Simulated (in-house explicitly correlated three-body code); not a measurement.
Computed with an exponentially correlated three-body code. Model: two electrons around a point charge, non-relativistic, variational in 260 exponentially correlated functions (energies converged to about 1e-7 hartree, or 1e-8 relative for large Z).

For two electrons in a singlet the Kohn-Sham orbital is the square root of half the density, so the exact Kohn-Sham potential and energy parts follow from the density alone, and exchange is minus half the Hartree energy. The Kohn-Sham level equals minus the binding energy of the second electron.

Command:
```bash
python run_hyl.py task.json out
```
Settings (lengths in bohr, energies in hartree):
```
Z                      0.98
interaction_strength   1
functions              260
states_tried           1
```

Cost of the run: 6.8 s on 1 thread of Intel(R) Xeon(R) Platinum 8488C (Sapphire Rapids) (shared host).

**Ground state only, binding against the one-electron ion.**

Given: nuclear charge 0.98.

Computed: one-electron threshold -0.4802 hartree.

```tsv
term	energy (hartree)	binding (eV)
1 1S	-0.50084718	0.56184
```

**Converged states only, values per electron or pair.**

```tsv
term	mean r (bohr)	mean r squared (bohr²)	mean inverse r (1/bohr)	mean r12 (bohr)	mean inverse r12 (1/bohr)	mean cosine	mean p1 dot p2 (bohr⁻²)	delta r1 (bohr⁻³)	delta r12 (bohr⁻³)
1 1S	2.8612	13.613	0.66186	4.6819	0.29555	-0.10462	0.030152	0.15326	0.0023381
```

**Exact Kohn-Sham parts of the ground state from its density.**

Computed: total energy -0.50084718 hartree; Kohn-Sham kinetic 0.47337 hartree; Hartree energy 0.73123 hartree; exchange energy -0.36561 hartree; DFT correlation energy -0.042592 hartree; kinetic part of the DFT correlation energy 0.027476 hartree; exact minus restricted Hartree-Fock -0.039941 hartree; restricted Hartree-Fock level -1.0654 eV.

What is the Kohn-Sham level?

-0.56184 eV.

What is the potential part of the DFT correlation energy?

-0.070068 hartree.

**Density and exact potentials over r, pair density (one pair, times 4 pi r12^2) and exact minus Kohn-Sham pair density over r12.**

| radius (bohr) | radial density (electrons/bohr) | exchange potential (hartree) | intracule density (1/bohr) | Coulomb hole against Kohn-Sham (1/bohr) | correlation potential (hartree) |
| --- | --- | --- | --- | --- | --- |
| 0.226 | 0.12689 | -0.64864 | 0.0018107 | -0.005765 | -0.07 |
| 0.274 | 0.17014 | -0.64327 | 0.0027448 | -0.008263 | -0.066 |
| 0.331 | 0.22275 | -0.6361 | 0.0041395 | -0.01166 | -0.06 |
| 0.401 | 0.28641 | -0.62634 | 0.0062933 | -0.01636 | -0.053 |
| 0.485 | 0.35795 | -0.61359 | 0.0095368 | -0.02253 | -0.043 |
| 0.587 | ? | ? | ? | ? | ? |
| 0.71 | 0.5074 | -0.57626 | 0.021742 | -0.03979 | -0.017 |
| 0.859 | 0.56888 | -0.55067 | 0.032425 | -0.05011 | -0.001 |
| 1.04 | 0.60806 | -0.52001 | 0.047673 | -0.05983 | 0.016 |
| 1.26 | ? | ? | ? | ? | ? |
| 1.52 | 0.58876 | -0.4458 | 0.094651 | -0.06618 | 0.048 |
| 1.84 | 0.52943 | -0.40357 | 0.12577 | -0.05636 | 0.057 |
| 2.22 | 0.44963 | -0.36069 | 0.1571 | -0.03638 | 0.059 |
| 2.69 | 0.35949 | -0.317 | 0.18314 | -0.008852 | 0.053 |
| 3.26 | 0.27287 | -0.2749 | 0.19454 | 0.01774 | 0.04 |
| 3.94 | 0.19825 | -0.23612 | 0.18501 | 0.03383 | 0.025 |
| 4.77 | 0.13636 | -0.20048 | 0.15454 | 0.03518 | 0.013 |
| 5.76 | 0.088497 | -0.16918 | 0.11217 | 0.02513 | 0.005 |
| 6.97 | 0.052681 | -0.14153 | 0.069513 | 0.01198 | 0.002 |
| 8.44 | 0.028221 | -0.11773 | 0.036721 | 0.002786 | 0.001 |
| 10.2 | 0.013423 | -0.097778 | 0.016778 | -0.0008467 | 0 |
| 12.3 | 0.0055536 | -0.081222 | 0.0066641 | -0.001237 | 0 |
| 14.9 | 0.0018714 | -0.067095 | 0.002179 | -0.0006917 | 0 |
| 18.1 | 0.00049329 | -0.055245 | 0.00056379 | -0.0002477 | 0 |

What belongs in the row 0.587?

radial density (electrons/bohr): 0.43409; exchange potential (hartree): -0.59706; intracule density (1/bohr): 0.014446; Coulomb hole against Kohn-Sham (1/bohr): -0.03039; correlation potential (hartree): -0.031.

What belongs in the row 1.26?

radial density (electrons/bohr): 0.61575; exchange potential (hartree): -0.48447; intracule density (1/bohr): 0.068545; Coulomb hole against Kohn-Sham (1/bohr): -0.06632; correlation potential (hartree): 0.033.

The correlation energy of density-functional theory lies 2.7 millihartree below exact minus Hartree-Fock, because the Hartree-Fock density, unlike the exact one, minimises the Hartree-Fock energy.
